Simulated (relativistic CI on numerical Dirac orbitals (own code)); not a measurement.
# Ni⁺ in a cubic cluster: 2p photoemission with charge transfer

Computed with a charge-transfer multiplet model of a cubic metal-ligand cluster with up to one ligand hole, Slater and spin-orbit integrals from Dirac-Coulomb-Breit ions, Slater integrals scaled by 0.8. The ground state mixes d9 with configurations of k ligand holes L, whose averages lie at kΔ + k(k − 1)U_dd/2; a core hole lowers each added d electron by U_cd. 20 K, Lorentzian 0.6 eV and Gaussian 0.8 eV FWHM.

Atomic integrals in eV (Slater integrals scaled, ζ unscaled), ground: F2dd 9.736, F4dd 6.042, zeta_d 0.072; with the core hole: F2dd 9.736, F4dd 6.042, zeta_d 0.103, zeta_core 11.413, F2cd 6.198, G1cd 4.674, G3cd 2.657.

Cluster parameters (eV): U_dd = 6, U_cd = 6.8, 10Dq = 0.25, 10Dq(ligand) = 0, V(eg) = 1.7, V(t2g) = -0.76, final-state hopping factor = 0.8.

```tsv
Case	n_d	d9	d10L	S
Δ = 1.1 eV	9.33	0.67	0.33	0.50
Δ = 3.1 eV	9.15	0.85	0.15	0.50
Δ = 4.1 eV	9.11	0.89	0.11	0.50
Δ = 5.1 eV	9.08	0.92	0.08	0.50
Δ = 7.1 eV	9.05	0.95	0.05	0.50
```

Weights, n_d and S are thermal averages at 20 K. Binding energies count from the first peak over 30 % of the highest in each spectrum, which can be another peak from case to case. The parameters are a model scan and need not match a compound or its usual spin state. Peaks in eV (height, largest 100):
- Δ = 1.1 eV: 0.0 (100), 5.2 (36), 7.5 (27), 17.1 (49), 23.5 (28)
- Δ = 3.1 eV: 0.0 (100), 3.6 (49), 5.8 (42), 17.1 (47), 21.8 (44)
- Δ = 4.1 eV: 0.0 (100), 3.2 (43), 3.6 (43), 5.0 (42), 17.2 (46), 21.1 (44)
- Δ = 5.1 eV: 0.0 (100), 3.4 (37), 4.4 (38), 17.3 (45), 20.6 (37)
- Δ = 7.1 eV: 0.0 (100), 3.7 (28), 17.5 (42), 20.5 (19)

For the case Δ = 4.1 eV, Δ = 4.1 eV is smaller than U_dd = 6 eV, the charge-transfer side of the Zaanen-Sawatzky-Allen scheme. With the core hole the configuration with one ligand hole lies at Δ − U_cd = -5.7, -3.7, -2.7, -1.7, 0.3 eV from the one without, in the order of the table; where this is negative the screened configuration lies lower, though the effective hopping of about 1.3 eV (from the holes of the mixed ground state) mixes the two strongly wherever it is as large as the gap.
